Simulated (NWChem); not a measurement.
Everything below was run with NWChem. System: CH3F3Hf, charge 1, spin multiplicity 2, at the geometry of a parent with another charge or spin, in a state set for the comparison that need not be this species' ground state. Its SCF solution wasn't tested for a lower state. Level: UPBE/def2-TZVP with def2 effective core potentials on Hf.

The NWChem input:

```
start mol
memory heap 200 mb stack 800 mb global 1000 mb
charge 1
geometry units angstroms nocenter noautoz
  Hf    -0.010263    -0.070364     0.000000
  F      0.833739    -0.695734     1.603421
  F      0.833739    -0.695734    -1.603421
  F     -1.913994    -0.294321     0.000000
  C      0.309341     2.116882     0.000000
  H      1.386742     2.363220     0.000000
  H     -0.142610     2.586892     0.892354
  H     -0.142610     2.586892    -0.892354
  symmetry group Cs
end
basis spherical
  * library def2-tzvp
end
ecp
  Hf library def2-ecp
end
dft
  xc xpbe96 cpbe96
  odft
  mult 2
  semidirect memsize 60000000 filesize 0
  iterations 100
end
task dft energy
```

NWChem printed:

```
             Northwest Computational Chemistry Package (NWChem) 7.3.0
             --------------------------------------------------------

                                NWChem Input Module
                                -------------------

 Scaling coordinates for geometry "geometry" by  1.889725989
 (inverse scale =  0.529177249)

 Turning off AUTOSYM since
 SYMMETRY directive was detected!

                             Geometry "geometry" -> ""
                             -------------------------

 Output coordinates in angstroms (scale by  1.889725989 to convert to a.u.)

  No.       Tag          Charge          X              Y              Z
 ---- ---------------- ---------- -------------- -------------- --------------
    1 Hf                  72.0000    -0.01026300    -0.07036400     0.00000000
    2 F                    9.0000     0.83373900    -0.69573400     1.60342100
    3 F                    9.0000     0.83373900    -0.69573400    -1.60342100
    4 F                    9.0000    -1.91399400    -0.29432100     0.00000000
    5 C                    6.0000     0.30934100     2.11688200     0.00000000
    6 H                    1.0000     1.38674200     2.36322000     0.00000000
    7 H                    1.0000    -0.14261000     2.58689200     0.89235400
    8 H                    1.0000    -0.14261000     2.58689200    -0.89235400

 Effective nuclear repulsion energy (a.u.)     768.1077258827

            Nuclear Dipole moment (a.u.)
            ----------------------------
        X                 Y               Z
 ---------------- ---------------- ----------------
    -0.0000226767    -0.0000245664     0.0000000000

      Symmetry information
      --------------------

 Group name             Cs
 Group number              2
 Group order               2
 No. of unique centers     6

      Symmetry unique atoms

     1    2    4    5    6    7


 Summary of "ao basis" -> "" (spherical)
 ------------------------------------------------------------------------------
       Tag                 Description            Shells   Functions and Types
 ---------------- ------------------------------  ------  ---------------------
 *                         def2-tzvp                  on all atoms

 Summary of "ao basis" -> "ao basis" (spherical)
 ------------------------------------------------------------------------------
       Tag                 Description            Shells   Functions and Types
 ---------------- ------------------------------  ------  ---------------------
 Hf                        def2-tzvp                14       40   6s4p3d1f
 F                         def2-tzvp                11       31   5s3p2d1f
 C                         def2-tzvp                11       31   5s3p2d1f
 H                         def2-tzvp                 4        6   3s1p

 Summary of "ao basis" -> "ao basis" (spherical)
 ------------------------------------------------------------------------------
       Tag                 Description            Shells   Functions and Types
 ---------------- ------------------------------  ------  ---------------------
 Hf                        def2-tzvp                14       40   6s4p3d1f
 F                         def2-tzvp                11       31   5s3p2d1f
 C                         def2-tzvp                11       31   5s3p2d1f
 H                         def2-tzvp                 4        6   3s1p

      Symmetry analysis of basis
      --------------------------

        a'        111
[...]
              MO Center=  7.7D-02,  1.5D-01, -1.0D-14, r^2= 2.1D+00
   Bfn.  Coefficient  Atom+Function         Bfn.  Coefficient  Atom+Function
  ----- ------------  ---------------      ----- ------------  ---------------
    20      0.525212  1 Hf d -1              25      0.397618  1 Hf d -1
    22     -0.224689  1 Hf d  1             173     -0.188671  7 H  s
   179      0.188671  8 H  s                 27     -0.164291  1 Hf d  1
    30      0.129484  1 Hf d -1              47     -0.112125  2 F  py
    78      0.112125  3 F  py                18      0.108778  1 Hf pz

   alpha - beta orbital overlaps
   -----------------------------

   alpha      1      2      3      4      5      6      7      8      9     10
    beta      1      2      3      4      5      8      7      6      9     10
 overlap   0.998  0.998  1.000  1.000  1.000  1.000  1.000  1.000  1.000  1.000

   alpha     11     12     13     14     15     16     17     18     19     20
    beta     11     12     13     14     15     24     16     17     18     19
 overlap   1.000  0.998  1.000  1.000  0.871  0.754  1.000  1.000  1.000  1.000

   alpha     21     22     23     24     25     26     27     28     29     30
    beta     20     21     22     23     25     26     27     30     28     29
 overlap   0.872  1.000  1.000  1.000  0.999  0.999  0.956  0.956  1.000  1.000

   alpha     31     32     33     34     35     36     37     38     39     40
    beta     31     32     33     34     35     36     39     37     38     40
 overlap   0.998  0.999  0.999  1.000  1.000  0.961  0.926  1.000  1.000  0.948

   alpha     41     42     43     44     45     46     47     48     49     50
    beta     41     42     43     44     45     46     47     48     49     50
 overlap   0.999  0.999  0.998  1.000  1.000  0.999  0.994  0.994  0.990  0.990

   alpha     51     52     53     54     55     56     57     58     59     60
    beta     51     52     53     54     55     56     57     58     59     60
 overlap   0.996  0.996  0.996  1.000  0.993  0.996  0.997  0.997  1.000  1.000

   alpha     61     62     63     64     65     66     67     68     69     70
    beta     61     62     63     64     65     66     67     68     69     70
 overlap   1.000  0.997  0.997  1.000  0.999  0.999  0.995  0.999  0.999  0.998

   alpha     71     72     73     74     75     76     77     78     79     80
    beta     71     72     73     74     75     76     77     78     79     80
 overlap   0.998  0.991  0.999  0.999  0.999  0.999  0.999  0.993  0.996  1.000

   alpha     81     82     83     84     85     86     87     88     89     90
    beta     81     83     82     84     85     86     87     88     89     90
 overlap   1.000  0.913  1.000  0.913  1.000  1.000  0.999  1.000  1.000  1.000

   alpha     91     92     93     94     95     96     97     98     99    100
    beta     91     92     95     93     94     96     97     98     99    100
 overlap   0.999  0.999  0.992  1.000  1.000  0.993  0.998  0.998  0.998  1.000

   alpha    101    102    103    104    105    106    107    108    109    110
    beta    101    102    103    106    104    105    107    108    109    110
 overlap   1.000  0.996  0.996  0.998  0.996  0.995  1.000  0.998  0.998  0.999

   alpha    111    112    113    114    115    116    117    118    119    120
    beta    111    112    113    114    115    116    117    118    119    120
 overlap   0.999  0.998  0.989  0.997  0.997  0.991  0.997  0.997  0.995  0.995

   alpha    121    122    123    124    125    126    127    128    129    130
    beta    121    122    123    124    125    126    127    128    129    130
 overlap   0.999  0.999  0.995  1.000  1.000  0.994  0.999  0.999  0.999  1.000

   alpha    131    132    133    134    135    136    137    138    139    140
    beta    131    132    133    134    135    136    137    138    139    140
 overlap   1.000  1.000  1.000  1.000  1.000  1.000  1.000  1.000  0.997  0.997

   alpha    141    142    143    144    145    146    147    148    149    150
    beta    141    142    145    143    144    147    146    148    149    151
 overlap   0.984  0.984  1.000  0.985  0.985  0.999  0.999  0.999  0.999  1.000

   alpha    151    152    153    154    155    156    157    158    159    160
    beta    150    152    153    154    155    156    157    158    159    160
 overlap   1.000  1.000  1.000  1.000  1.000  1.000  1.000  1.000  1.000  1.000

   alpha    161    162    163    164    165    166    167    168    169    170
    beta    161    162    163    164    165    166    167    168    169    170
 overlap   1.000  1.000  1.000  1.000  1.000  1.000  1.000  1.000  1.000  1.000

   alpha    171    172    173    174    175    176    177    178    179    180
    beta    171    172    173    174    175    176    177    178    179    180
 overlap   1.000  1.000  1.000  1.000  1.000  1.000  1.000  1.000  1.000  1.000

   alpha    181    182
    beta    181    182
 overlap   1.000  1.000

     --------------------------
     Expectation value of S2:
     --------------------------
      <S2> =      0.7525 (Exact =     0.7500)

 center of mass
 --------------
 x =  -0.01280967 y =  -0.08767809 z =   0.00000000

 moments of inertia (a.u.)
 ------------------
         687.684313536628           3.107275739978           0.000000000000
           3.107275739978         708.637098419196           0.000000000000
           0.000000000000           0.000000000000         687.156144671285

     Multipole analysis of the density
     ---------------------------------

     L   x y z        total         alpha         beta         nuclear
     -   - - -        -----         -----         ----         -------
     0   0 0 0      1.000000    -24.000000    -23.000000     48.000000

     1   1 0 0      0.376560     -0.613435     -0.173638      1.163633
     1   0 1 0      2.572769     -4.206132     -1.199195      7.978096
     1   0 0 1     -0.000000      0.000000     -0.000000      0.000000

     2   2 0 0    -31.583217   -102.136723   -100.934980    171.488486
     2   1 1 0      2.118186     -1.783181     -0.047897      3.949264
     2   1 0 1      0.000000      0.000000     -0.000000      0.000000
     2   0 2 0    -17.395276   -114.041488   -101.218700    197.864913
     2   0 1 1      0.000000      0.000000      0.000000      0.000000
     2   0 0 2    -31.893193   -101.894403   -100.945108    170.946319

 Task  times  cpu:      120.9s     wall:      120.9s

 Total times  cpu:      120.9s     wall:      120.9s
```
